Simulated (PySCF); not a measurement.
The PySCF input:
```python
from pyscf import gto, scf

mol = gto.Mole()
mol.atom = '''
    Si   -0.934967    0.033205   -0.078580
    Cl    1.035088    0.002907    0.076455
    H    -1.406147   -1.171284   -0.871134
    H    -1.545262    1.296285   -0.459699
    H    -1.555542   -0.639285    1.131209
'''
mol.basis = '6-31g*'
mol.charge = 1
mol.spin = 1
mol.verbose = 3
mol.build()

mf = scf.UHF(mol)
mf.kernel()
```

**Question.** What does this run give for the total energy, number of basis functions, Mulliken (on the basis functions themselves) charges in atom order?

**Answer.** 
| Item | Result |
|---|---|
| total energy | -749.7621 Eh |
| number of basis functions | 42 |
| Mulliken (on the basis functions themselves) charges in atom order | Si1 0.72, Cl2 0.00, H3 0.13, H4 0.02, H5 0.13 |

These values belong to the state on which the SCF converged, which isn't shown to be the lowest.
